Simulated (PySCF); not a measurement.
C3H5, SMILES C=[C]C (connectivity only; charge and spin as stated), charge +1, multiplicity 1.

Geometry: PBE0-D3(BJ)/def2-TZVP. The spin state was assumed, not searched. The isomer is the one that the SMILES or the coordinates give; other isomers of the formula were not compared.

Computed with TDDFT-B3LYP/def2-SVPD (PySCF).

Vertical excitations. Isolated molecule, no solvent. State labels are in the subgroup Cs.

```tsv
state	symmetry	energy (eV)	λ (nm)	f	main pairs
S1	A"	3.45	359	0.000	HOMO→LUMO 100 %
S2	A'	7.36	169	0.009	HOMO−1→LUMO 53 %, HOMO→LUMO+1 39 %
S3	A"	7.67	162	0.003	HOMO−2→LUMO 99 %
S4	A'	8.30	149	0.013	HOMO−3→LUMO 88 %
S5	A'	8.50	146	0.525	HOMO−1→LUMO 40 %, HOMO→LUMO+1 26 %, HOMO−4→LUMO 24 %, HOMO−3→LUMO 7 %
S6	A"	9.14	136	0.012	HOMO→LUMO+2 99 %
S7	A"	9.99	124	0.002	HOMO−1→LUMO+1 97 %
S8	A'	10.05	123	0.706	HOMO−4→LUMO 46 %, HOMO→LUMO+1 28 %, HOMO−2→LUMO+1 15 %
S9	A"	10.63	117	0.024	HOMO→LUMO+3 98 %
S10	A'	10.85	114	0.065	HOMO−5→LUMO 95 %
T1	A"	2.89	428	0	HOMO→LUMO 99 %
T2	A'	5.27	235	0	HOMO→LUMO+1 97 %
T3	A'	6.30	197	0	HOMO−1→LUMO 98 %
T4	A"	7.32	169	0	HOMO−2→LUMO 98 %
```
Triplets are in the Tamm–Dancoff approximation, which puts them higher than full response would, so one can lie above its singlet here.
